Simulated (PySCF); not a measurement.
C3H12N2OSi.
Structure used (GFN2-xTB), in Å, numbered top down from 1:
```xyz
19
C3H12N2OSi angstrom
C      3.0029   -0.1762   -0.0235
C      1.8466   -1.1713    0.0665
O      0.6268   -0.6974   -0.4499
C      0.0213    0.3456    0.2988
Si    -1.7576    0.5396   -0.3772
N     -2.5223   -0.9426    0.0557
N     -2.7510    1.7514    0.3495
H      2.8448    0.6649    0.6474
H      3.9292   -0.6716    0.2552
H      3.0912    0.1975   -1.0407
H      2.0759   -2.0576   -0.5329
H      1.7127   -1.4827    1.1159
H      0.5982    1.2736    0.1976
H      0.0234    0.0818    1.3654
H     -1.6824    0.9162   -1.7937
H     -1.9925   -1.7834   -0.1102
H     -3.4817   -1.0810   -0.2183
H     -3.1050    1.5847    1.2772
H     -2.4904    2.7177    0.2496
```

The calculation used TDDFT B3LYP/def2-SVPD, vertical, gas phase, core orbitals frozen in the response in PySCF.

Transition dipole moments from the ground state, in atomic units and in the frame of the coordinates above (overall signs are arbitrary), for the states with f of 0.002 or more among the lowest 7:

```
state  E (eV)     μx      μy      μz
   S1   6.197  0.440   0.177   0.232
   S2   6.433  0.227  -0.133  -0.156
   S3   6.584  0.049  -0.112  -0.162
   S4   6.681  0.057  -0.220   0.298
   S5   6.850  0.166  -0.117   0.205
   S6   6.910  0.099   0.253  -0.033
   S7   6.984  0.140  -0.180   0.162
```

(1) Work out the oscillator strengths.

(2) Which bond between heavy atoms lies closest to the direction of the S1 transition dipole?

(3) What angle do the transition dipoles of S2 and S7 make?

(4) What peak molar absorption coefficient would the strongest computed level give as a lone Gaussian band 0.5 eV wide at half height?

Results:

(1) f = (2/3) ΔE |μ|² with ΔE in hartree (27.2114 eV).

```csv
state,|μ|² (au),|μ| (D),f
S1,0.278,1.34,0.042
S2,0.093,0.78,0.015
S3,0.041,0.51,0.007
S4,0.141,0.95,0.023
S5,0.083,0.73,0.014
S6,0.075,0.70,0.013
S7,0.078,0.71,0.013
```

(2) C4–Si5, at 26° from it; next C1–C2 at 35°.

(3) |cos θ| = |μa·μb| / (|μa| |μb|) = 0.36, so θ ≈ 69° (taken between 0 and 90°, since the signs are arbitrary).

(4) ε(max) = 2.175×10⁸ f / FWHM, with the width in cm⁻¹. S1: 2.175×10⁸ × 0.0423 / 4033 ≈ 2300 L mol⁻¹ cm⁻¹.

One conformer stands for the species.

Without π bonds the low states may be Rydberg-like; a valence basis with one diffuse set may place them up to an eV too high.
